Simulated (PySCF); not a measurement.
BiF2, SMILES [F][Bi][F], multiplicity 2.

Geometry: B3LYP-D3(BJ)/def2-TZVP. The multiplicity is an assumed one; other spin states were not compared. The isomer is the one that the SMILES or the coordinates give; other isomers of the formula were not compared. The def2 effective core potentials stand for the cores of Bi; spin–orbit coupling is left out.

The numbers are results of PBE/def2-TZVPD in PySCF, not measurements.

The total energy is -414.30809 hartree and the point group is C2v. The α spin, highest occupied and lowest empty level comes out as -5.12 and -2.73 eV, the β spin, highest occupied and lowest empty level is -8.76 and -3.94 eV and the dipole moment is 4.04 D. The quadrupole, principal values (traceless, Buckingham form, about the centre of nuclear charge) is -4.49, 0.88, 3.61 D·Å. The mean static polarisability comes out as 45.9 bohr³ (6.80 Å³), the polarisability, principal values is 44.5, 46.2, 47.0 bohr³ and the ⟨S²⟩ comes out as 0.752 (pure state 0.75).
